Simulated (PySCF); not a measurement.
Structure with atom numbers: `[F:1][C:2]1=[CH:3][C@@H:4]([O:5][SiH3:6])[O:7][SiH2:8]1` (H(Xn): hydrogen on atom n). Ha(Si8) is cis to O5 on the ring; Hb(Si8) is trans to O5 on the ring.

[PySCF 2.14.0 with density-fitted response routines: shielding tensors at PBE0/pcSseg-1 (GIAO); GFN2-xTB geometry; equivalent nuclei averaged; non-relativistic; single conformer; gas phase]

Referencing at the same level of theory: TMS for ¹³C (σref 186.93), ¹H (σref 31.72), ²⁹Si (σref 349.16); ¹⁹F (σref 170.95) vs CFCl3; H2O for ¹⁷O (σref 336.08).

```tsv
atoms	nucleus	count	Hirshfeld charge	δ (ppm)
Si6	²⁹Si	1	0.37	?
H(C4)	¹H	1	0.04	6.50
Ha(Si8)	¹H	1	-0.07	5.43
Si8	²⁹Si	1	0.41	-24.2
F1	¹⁹F	1	-0.09	?
Hb(Si8)	¹H	1	-0.07	5.24
H(C3)	¹H	1	0.06	6.32
C2	¹³C	1	-0.01	?
H(Si6)	¹H	3	-0.08	4.81
O5	¹⁷O	1	-0.22	77.5
O7	¹⁷O	1	-0.23	?
C3	¹³C	1	-0.08	133.0
C4	¹³C	1	0.12	101.1
```

Question: Complete the table.

Answer: 
- C2: 178.6 ppm, fully substituted alkene carbon
- F1: -133.5 ppm, vinylic fluorine
- O7: 66.0 ppm, oxygen bonded to C, Si, in a 5-membered ring
- Si6: -50.1 ppm, silicon bonded to O, 3 H

Shifts are as computed. Against solution values, carbons near 30 ppm lie about +3 ppm off and those near 130 ppm about +5 ppm. Of 1309 compounds with measured shifts, 239 miss one by over three times the rms of a fit or turn the order of signals round; such compounds aren't used in these exercises. Unscaled 19F shifts against computed CFCl3 carry errors that often reach 10 to 50 ppm. Experimental scales use liquid or dissolved standards, which lie at an offset from isolated H2O (liquid H2O: subtract about 36 ppm).
